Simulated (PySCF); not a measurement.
MNa cations for M along the fifth-period p block

r²SCAN with double-zeta basis sets in PySCF, for the lowest determinant that a PBE0 search found; no spin–orbit coupling. De refers to high-spin ground-configuration atoms (the charge goes to the atom of lower measured ionisation energy or higher electron affinity, which is not always the lowest computed limit). A positive dipole points towards Na; it is taken about the centre of mass and depends on that origin.

| M | basis | charged atom | state (unpaired electrons) | Re (Å) | ωe (cm⁻¹) | De (eV) | μ (D) |
| --- | --- | --- | --- | --- | --- | --- | --- |
| In | def2-SVPD | Na+ | doublet (σ ↑) | 3.581 | 96.1 | 0.99 | 8.68 |
| Sn | def2-SVP | Na+ | triplet (σ ↑, π ↑) | 3.437 | 104 | 0.56 | 10.29 |
| Sb | cc-pVDZ/cc-pVDZ-PP | Na+ | quartet (σ ↑, π ↑↑) | 3.373 | 101 | 0.31 | 10.96 |
| Te | x2c-SVPall | Na+ | triplet (π ↑↑) | 3.171 | 141 | 0.74 | 10.23 |
| I | def2-SVP | Na+ | doublet (π ↑) | 3.180 | 124 | 0.41 | 10.92 |

The shortest bond is that of NaTe⁺ (3.171 Å), the longest that of NaIn⁺ (3.581 Å).

The rows differ in basis set, which adds steps of its own.

The state changes along the series, so neighbouring rows are not always alike in their bonding.

Weak bonds: NaI⁺, NaSb⁺. Basis-set superposition, not corrected here, can be much of De in a small basis, most of all at correlated wavefunction levels. Spin–orbit coupling is left out, which matters for elements this heavy, above all for dissociation energies. For an ion De counts to the pair picked by the measured ionisation energies or electron affinities, which need not be the lowest pair at this level. States were picked by a PBE0 search and need not be the measured ground states.
